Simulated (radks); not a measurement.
Results of a calculation; reference values are marked as such.
Initial-state core-level shifts of neutral silver when its valence configuration changes from [Kr] 4d10 5s1. Code: a radial shooting solver on a logarithmic mesh with Libxc functionals. Model: scalar-relativistic Kohn-Sham, SCAN, spin-polarised, spherical densities, finite nucleus; open shells are filled with parallel spins first (spin-orbit coupling, left out, can overturn this in heavy ions); meta-GGA in the generalised Kohn-Sham scheme; Fermi nuclear charge, rms radius 4.5454 fm. Shifts are changes of the shell-averaged eigenvalues in eV (positive: less bound); the change of the density at the nucleus, which sets a Mossbauer isomer shift, is in e/bohr^3, on a base of 1.493e+05.

[
 {"valence": "4d9 5s1 5p1", "2s": "-6.264", "3p": "-6.218", "3d": "-6.232", "4p": "-5.726", "density at nucleus": "+7.48"},
 {"valence": "4d9 5p2", "2s": "-7.803", "3p": "-7.782", "3d": "-7.791", "4p": "-7.361", "density at nucleus": "-14.86"},
 {"valence": "4d8 5s1 5p2", "2s": "-12.566", "3p": "-12.418", "3d": "-12.456", "4p": "-11.154", "density at nucleus": "+15.21"},
 {"valence": "4d10 5p1", "2s": "-1.947", "3p": "-1.977", "3d": "-1.970", "4p": "-2.102", "density at nucleus": "-18.13"},
 {"valence": "4d8 5p3", "2s": "-13.988", "3p": "-13.859", "3d": "-13.893", "4p": "-12.618", "density at nucleus": "-10.31"},
 {"valence": "4d7 5s1 5p3", "2s": "-19.169", "3p": "-18.853", "3d": "-18.928", "4p": "-16.526", "density at nucleus": "+25.11"},
 {"valence": "4d10 5s0.5 5p0.5", "2s": "-1.004", "3p": "-1.020", "3d": "-1.016", "4p": "-1.086", "density at nucleus": "-9.21"}
]
